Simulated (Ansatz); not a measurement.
Relaxation of ClFH6O2W (11 atoms, charge 0, multiplicity 1), to a largest force component of 0.03 eV/Å in at most 50 steps.

These are results of RKS BHLYP/def2-mTZVP (Ansatz), not measurements.

```xyz
11
Properties=species:S:1:pos:R:3
W -0.387 0.168 0.171
Cl -0.379 -0.075 2.531
H 0.824 0.302 -0.973
F -0.523 1.977 -0.291
O -2.111 -0.475 -0.253
H -2.805 -0.026 0.242
H 0.902 -0.891 0.414
H -0.206 -1.065 -0.929
O 2.113 1.547 1.444
H 2.910 1.096 1.172
H 1.877 1.144 2.303
```

Question: Where does it end, and by what steps?

Answer: The forces met the threshold. The force dipped under the threshold on the way, but the program's further checks kept it going. After 14 steps the energy has fallen by 0.447 eV; H10 moved furthest, 0.70 Å. Joined: W1–O9 (3.13 → 2.32 Å).

| step | energy less start (eV) | largest force component (eV/Å) | accepted |
| --- | --- | --- | --- |
| 0 | 0.0000 | 0.867 | yes |
| 1 | -0.0644 | 1.461 | yes |
| 2 | -0.2163 | 1.468 | yes |
| 3 | -0.3670 | 1.005 | yes |
| 4 | -0.3928 | 0.844 | yes |
| 5 | -0.4358 | 0.251 | yes |
| 6 | -0.4411 | 0.158 | yes |
| 7 | -0.4444 | 0.164 | yes |
| 8 | -0.4457 | 0.071 | yes |
| 9 | -0.4463 | 0.027 | yes |
| 10 | -0.4466 | 0.050 | yes |
| 11 | -0.4469 | 0.069 | yes |
| 12 | -0.4470 | 0.043 | yes |
| 13 | -0.4472 | 0.017 | yes |
| 14 | -0.4472 | 0.023 | yes |

```xyz
11
Properties=species:S:1:pos:R:3
W -0.178 0.214 0.290
Cl -0.474 -0.248 2.591
H 1.079 0.255 -0.822
F -0.322 1.991 -0.338
O -1.953 -0.301 -0.163
H -2.625 0.150 0.356
H 0.998 -0.978 0.542
H -0.090 -0.982 -0.855
O 1.589 1.329 1.304
H 2.390 1.351 0.781
H 1.802 0.918 2.144
```

Whether the end is a true minimum wasn't checked by a vibrational analysis.

Time of the run: 54 s on 4 threads of Arm Neoverse V1, on a shared host, peak memory 0.42 GiB.
